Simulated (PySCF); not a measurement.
Compound: C6H10OSi.
Geometry (GFN2-xTB, Å), atoms numbered from 1 in this order:
```
atom  x, y, z in Å
C1    -2.318    0.536   -1.625
C2    -2.196   -0.163   -0.504
C3    -0.938   -0.545    0.133
C4    -0.887   -1.596    0.957
C5     0.293    0.229   -0.141
C6     0.308    1.553   -0.263
O7     1.406   -0.537   -0.195
Si8    2.992   -0.216   -0.325
H9    -1.462    0.910   -2.161
H10   -3.284    0.747   -2.051
H11   -3.082   -0.552   -0.018
H12    0.037   -1.907    1.414
H13   -1.764   -2.178    1.183
H14    1.228    2.085   -0.427
H15   -0.594    2.128   -0.181
H16    3.505   -1.576   -0.292
H17    3.294    0.481   -1.577
H18    3.453    0.607    0.796
```

Theory: CAM-B3LYP/def2-SVPD in PySCF (dipole) on a GFN2-xTB geometry, gas phase.

Masses are those of the commonest isotopes; rigid-rotor values at the optimised geometry. The values belong to one conformer with, in the numbering `[CH2:1]=[CH:2][C:3](=[CH2:4])[C:5](=[CH2:6])[O:7][SiH3:8]`, C1–C2–C3–C4 -157°, C2–C3–C5–C6 39°, C3–C5–O7–Si8 -174°.

Question: Give the principal moments of inertia and the rotational constants in cm⁻¹.

Answer: Ia = 149.87, Ib = 507.30, Ic = 601.91 u·Å²; 505379 MHz·u·Å²/I gives 3372, 996.2 and 839.6 MHz, that is A = 0.11248, B = 0.03323, C = 0.02801 cm⁻¹.

Question: What kind of rotor is it?

Answer: An asymmetric top. Ray's parameter κ = (2B − A − C)/(A − C) = -0.876; −1 is the prolate and +1 the oblate limit.

Question: Is it planar, by Δ = Ic − Ia − Ib?

Answer: Not planar: Δ = Ic − Ia − Ib = -55.26 u·Å². For a rigid frame Δ = −2 Σ m c², so Σ m c² = 27.63 u·Å² lies off the ab plane: 7.82 from hydrogen and 19.81 from heavier atoms. The atom farthest from that plane is 1.33 Å away.

Question: List the rotational levels J(Ka,Kc) to J = 5 (cm⁻¹).

Answer: Above 0(0,0):
J = 1: 1(0,1) 0.0612, 1(1,1) 0.1405, 1(1,0) 0.1457
J = 2: 2(0,2) 0.1835, 2(1,2) 0.2577, 2(1,1) 0.2734, 2(2,1) 0.5112, 2(2,0) 0.5114
J = 3: 3(0,3) 0.3662, 3(1,3) 0.4335, 3(1,2) 0.4648, 3(2,2) 0.6949, 3(2,1) 0.6961, 3(3,1) 1.1044, 3(3,0) 1.1044
J = 4: 4(0,4) 0.6087, 4(1,4) 0.6675, 4(1,3) 0.7197, 4(2,3) 0.9396, 4(2,2) 0.9433, 4(3,2) 1.3498, 4(3,1) 1.3498, 4(4,1) 1.9224, 4(4,0) 1.9224
J = 5: 5(0,5) 0.9100, 5(1,5) 0.9596, 5(1,4) 1.0377, 5(2,4) 1.2453, 5(2,3) 1.2538, 5(3,3) 1.6568, 5(3,2) 1.6570, 5(4,2) 2.2292, 5(4,1) 2.2292, 5(5,1) 2.9654, 5(5,0) 2.9654
The levels of one J sum to (2J + 1)J(J + 1)(A + B + C)/3.

Question: Which types of transition are allowed, and where do some lines up to J = 4 fall?

Answer: The dipole components are |μa| = 0.11 D, |μb| = 0.29 D, |μc| = 0.18 D. Intensities carry the squares of the components, which stand as 0.14 : 1.00 : 0.39 (a : b : c). Some lines, for components of 0.1 D or more:

```tsv
type	branch	J(Ka,Kc)	MHz	lower level (cm⁻¹)
c	Q	2(1,2) ← 2(0,2)	2227	0.183
b	Q	4(1,3) ← 4(0,4)	3328	0.609
a	R	2(1,2) ← 1(1,1)	3515	0.140
b	Q	4(2,2) ← 4(1,3)	6706	0.720
a	R	4(1,4) ← 3(1,3)	7016	0.433
a	R	4(0,4) ← 3(0,3)	7269	0.366
a	R	4(3,2) ← 3(3,1)	7358	1.104
b	R	3(1,3) ← 2(0,2)	7495	0.183
c	R	4(1,3) ← 3(0,3)	10597	0.366
c	R	2(2,0) ← 1(1,0)	10964	0.146
b	Q	3(3,1) ← 3(2,2)	12276	0.695
b	R	3(2,2) ← 2(1,1)	12635	0.273
b	R	4(2,3) ← 3(1,2)	14235	0.465
c	R	4(2,2) ← 3(1,2)	14347	0.465
```

Question: Estimate the classical rotational partition function at 50 K, 200 K and 500 K.

Answer: Point group C1, symmetry number σ = 1; q = (√π/σ)·√((kT/h)³/(ABC)), k/h = 20836.6 MHz/K: 35500 at 50 K, 284000 at 200 K, 1120000 at 500 K.

Stationary, but not proved a minimum. No vibrational averaging or centrifugal distortion is included, and the geometry carries the error of its method. A rigid rotor knows nothing of internal rotation, which can split or shift real lines.
